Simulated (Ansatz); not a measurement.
Geometry optimisation, RKS PBE/STO-3G (Ansatz 0.2.0).

The input (input.yaml):

```yaml
crystal:
  periodic: [false, false, false]
  atoms:
    - { symbol: F, position_ang: [-2.7895, -1.0429, 1.7347] }
    - { symbol: B, position_ang: [-1.4687, -0.7011, 1.3902] }
    - { symbol: Si, position_ang: [0.1794, -0.3011, 2.2915] }
    - { symbol: "N", position_ang: [1.1706, -0.0939, 0.7664] }
    - { symbol: Si, position_ang: [-0.3628, -0.4459, -0.2142] }
    - { symbol: O, position_ang: [-0.8646, 0.9776, -1.0627] }
    - { symbol: Si, position_ang: [0.2418, 1.1036, -2.3892] }
    - { symbol: H, position_ang: [0.7518, -1.4334, 3.0695] }
    - { symbol: H, position_ang: [0.151, 0.9789, 3.0948] }
    - { symbol: H, position_ang: [1.7187, -0.938, 0.6947] }
    - { symbol: H, position_ang: [-0.2495, -1.6457, -1.0086] }
    - { symbol: H, position_ang: [1.6177, 1.268, -1.8991] }
    - { symbol: H, position_ang: [-0.195, 2.3161, -3.196] }
    - { symbol: H, position_ang: [0.0862, -0.0714, -3.2433] }
basis:
  gaussian: { orbitals: STO-3G }
hamiltonian:
  xc: pbe
relax:
  f_tol: 0.015
  max_steps: 40
```

Launched with:

```bash
$ ansatz run input.yaml --threads 1 --pin off --max-ram 2048MiB --backend cpu --events-out ev --progress --plain --runs-dir out
```

Where does it end, and by what steps?

It converged. The force dipped under the threshold on the way, but the program's further checks kept it going. Limits of this set-up: minimal basis. After 14 steps the energy has fallen by 1.153 eV; H10 moved furthest, 0.57 Å.

```json
{"step": "0", "energy less start (eV)": "0.0000", "largest force component (eV/Å)": "3.590", "accepted": "yes"}
{"step": "1", "energy less start (eV)": "-0.8088", "largest force component (eV/Å)": "2.122", "accepted": "yes"}
{"step": "2", "energy less start (eV)": "-0.9166", "largest force component (eV/Å)": "0.880", "accepted": "yes"}
{"step": "3", "energy less start (eV)": "-0.9595", "largest force component (eV/Å)": "0.874", "accepted": "yes"}
{"step": "4", "energy less start (eV)": "-1.0094", "largest force component (eV/Å)": "1.565", "accepted": "yes"}
{"step": "5", "energy less start (eV)": "-1.0919", "largest force component (eV/Å)": "0.885", "accepted": "yes"}
{"step": "6", "energy less start (eV)": "-1.0433", "largest force component (eV/Å)": "1.144", "accepted": "no"}
{"step": "7", "energy less start (eV)": "-1.1410", "largest force component (eV/Å)": "0.555", "accepted": "yes"}
{"step": "8", "energy less start (eV)": "-1.1496", "largest force component (eV/Å)": "0.103", "accepted": "yes"}
{"step": "9", "energy less start (eV)": "-1.1500", "largest force component (eV/Å)": "0.128", "accepted": "yes"}
{"step": "10", "energy less start (eV)": "-1.1529", "largest force component (eV/Å)": "0.017", "accepted": "yes"}
{"step": "11", "energy less start (eV)": "-1.1531", "largest force component (eV/Å)": "0.015", "accepted": "yes"}
{"step": "12", "energy less start (eV)": "-1.1532", "largest force component (eV/Å)": "0.013", "accepted": "yes"}
{"step": "13", "energy less start (eV)": "-1.1533", "largest force component (eV/Å)": "0.027", "accepted": "yes"}
{"step": "14", "energy less start (eV)": "-1.1533", "largest force component (eV/Å)": "0.004", "accepted": "yes"}
```

```xyz
14
Properties=species:S:1:pos:R:3
F -2.787 -0.871 1.787
B -1.527 -0.664 1.467
Si 0.163 -0.413 2.481
N 0.870 -0.437 0.862
Si -0.500 -0.551 -0.235
O -0.814 0.875 -1.161
Si 0.251 1.113 -2.486
H 0.682 -1.482 3.344
H 0.415 0.830 3.222
H 1.886 -0.393 0.625
H -0.332 -1.664 -1.194
H 1.628 1.390 -2.073
H -0.249 2.272 -3.214
H 0.301 -0.034 -3.396
```

Whether the end is a true minimum wasn't checked by a vibrational analysis.

The run took 80 s on 1 thread of Arm Neoverse V1, on a shared host, peak memory 0.19 GiB.
